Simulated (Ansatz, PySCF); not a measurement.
```xyz
6

H     1.1000    0.0000    0.0000
H     0.5500    0.9526    0.0000
H    -0.5500    0.9526    0.0000
H    -1.1000    0.0000    0.0000
H    -0.5500   -0.9526    0.0000
H     0.5500   -0.9526    0.0000
```

RHF on singlet H₆ was run in several spherical basis sets with Ansatz (development build ahead of 0.2.0). Caution for RHF: stretched shape with no unrestricted run beside it, a lower state can exist.

Problem. Rank the basis sets by the total energy that they give, lowest first, with the distance from the lowest.
A. def2-SVP
B. 6-31++G(d,p)
C. 6-31G

Solution. A (0.00 eV), B (0.06 eV), C (0.45 eV).
